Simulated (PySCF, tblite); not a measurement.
Isomers of C6H11NOSi. Computed values, GFN2-xTB/tblite, gas phase, harmonic and unscaled. The method is semi-empirical: single wavenumbers can be off by several per cent or more. Modes of hydrogen on silicon can be 10 to 20 % off. One conformer each.

Electronic energies: PBE0/pcSseg-1 single points on the GFN2-xTB geometries (PySCF, gas phase).

| SMILES | electronic energy, lowest = 0 (kcal/mol) |
| --- | --- |
| CO/C(=C/[SiH2]C)CC#N | 56.7 |
| CCC[C@@]([SiH3])(C#N)C=O | 51.3 |
| C[C@@H]1C=C(C(N)=O)C[SiH2]1 | 21.6 |
| C[SiH2]c1ccc(CN)o1 | 38.7 |
| C[Si]1(C)C[C@H](C#N)CO1 | 0.0 |
| C=CCN[Si@@H]1C=CCO1 | 25.3 |

Problem. How do GFN2-xTB zero-point energies change the relative energies?

Solution. 
```tsv
SMILES	ZPE (kcal/mol)	of it from modes above 1550 cm⁻¹	electronic (kcal/mol)	with ZPE, lowest = 0 (kcal/mol)	lowest mode (cm⁻¹)	rings
C[Si]1(C)C[C@H](C#N)CO1	100.2	50.8	0.0	0.0	56	1
C[C@@H]1C=C(C(N)=O)C[SiH2]1	97.5	51.4	21.6	18.8	34	1
C=CCN[Si@@H]1C=CCO1	99.1	51.7	25.3	24.2	40	1
C[SiH2]c1ccc(CN)o1	97.7	51.2	38.7	36.2	23	1
CCC[C@@]([SiH3])(C#N)C=O	95.3	49.8	51.3	46.3	71	0
CO/C(=C/[SiH2]C)CC#N	95.6	50.8	56.7	52.2	40	0
```

The zero-point energies span 4.9 kcal/mol, from `CCC[C@@]([SiH3])(C#N)C=O` to `C[Si]1(C)C[C@H](C#N)CO1`. The order is unchanged.

Problem. And how do the electronic energies of GFN2-xTB itself compare?

Solution. `C[Si]1(C)C[C@H](C#N)CO1` 1.6; `C[C@@H]1C=C(C(N)=O)C[SiH2]1` 12.4; `C=CCN[Si@@H]1C=CCO1` 0.0; `C[SiH2]c1ccc(CN)o1` 16.5; `CCC[C@@]([SiH3])(C#N)C=O` 31.3; `CO/C(=C/[SiH2]C)CC#N` 43.5 kcal/mol, lowest = 0. Against the energies above, taken from the same isomer `C[Si]1(C)C[C@H](C#N)CO1`, the largest difference is 26.9 kcal/mol.

Problem. What do entropy and thermal enthalpy add at 298.15 K and 1 bar (rigid rotor, harmonic oscillator, one conformer each)?

Solution. 
| SMILES | point group | symmetry number | S (cal/(mol K)) | H − H(0) (kcal/mol) | ZPE + H − H(0) − TS (kcal/mol) |
| --- | --- | --- | --- | --- | --- |
| C[Si]1(C)C[C@H](C#N)CO1 | C1 | 1 | 104.6 | 7.71 | 76.7 |
| C[C@@H]1C=C(C(N)=O)C[SiH2]1 | C1 | 1 | 102.4 | 7.41 | 74.4 |
| C=CCN[Si@@H]1C=CCO1 | C1 | 1 | 102.8 | 7.21 | 75.7 |
| CCC[C@@]([SiH3])(C#N)C=O | C1 | 1 | 107.6 | 8.17 | 71.3 |
| CO/C(=C/[SiH2]C)CC#N | C1 | 1 | 109.8 | 8.20 | 71.1 |

Not tabulated: `C[SiH2]c1ccc(CN)o1` (lowest mode only 23 cm⁻¹).
